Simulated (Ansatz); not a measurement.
Computed with Ansatz on PBE0-D4/def2-TZVP structures; ΔE is electronic, products minus reactants. CCSD(T)/CBS is the MP2 limit (def2-TZVPP, def2-QZVPP) plus CCSD(T) − MP2 in def2-TZVPP, frozen cores. This one scheme is used for every species. Functionals use def2-TZVPP. B3LYP here is the variant with VWN-RPA as its local correlation; programs differ in this. One conformer a species, not always the lowest.

`[Cl][Al]([Cl])[Cl]` + `BO` → `B[O][Al]([Cl])[Cl]` + HCl  (ligand exchange at the Al–Cl bond)

(1) Is it downhill or uphill in electronic energy at CCSD(T)/CBS, and by how much? (Best estimate.)

(2) What do these levels give: BLYP-D4, PBE0-D4, B3LYP-D4, r2SCAN0-D4, ωB97M-V, PBE, r2SCANh, r2SCAN0, BHLYP, LC-ωPBE, CCSD/def2-TZVPP, MP2/def2-QZVPP? (An estimate is asked.)

Largest T1 diagnostic among the species: 0.014.

## Answers

(1) The calculation gave: Uphill: ΔE = +26.6 kJ/mol.

(2) Ansatz gave: BLYP-D4 23.5, PBE0-D4 32.5, B3LYP-D4 23.1, r2SCAN0-D4 28.3, ωB97M-V 28.7, PBE 34.6, r2SCANh 29.1, r2SCAN0 28.9, BHLYP 21.8, LC-ωPBE 28.7, CCSD/def2-TZVPP 21.7, MP2/def2-QZVPP 27.5 kJ/mol.

In def2-TZVPP, CCSD(T) changes the Hartree–Fock value by +3.9 kJ/mol (the triples alone add +1.9 kJ/mol) and MP2 by +6.6 kJ/mol. Leaving LDA and LC-ωPBE aside and taking each functional with its dispersion term where it has one, the values, not all of them listed here, spread over 13.5 kJ/mol, from CAM-B3LYP-D4 to revPBE-D4. LDA lies −4.1 kJ/mol from PBE without D4. At CCSD(T), def2-SVP lies +3.3 kJ/mol from the extrapolated value and def2-TZVPP −3.0 kJ/mol.
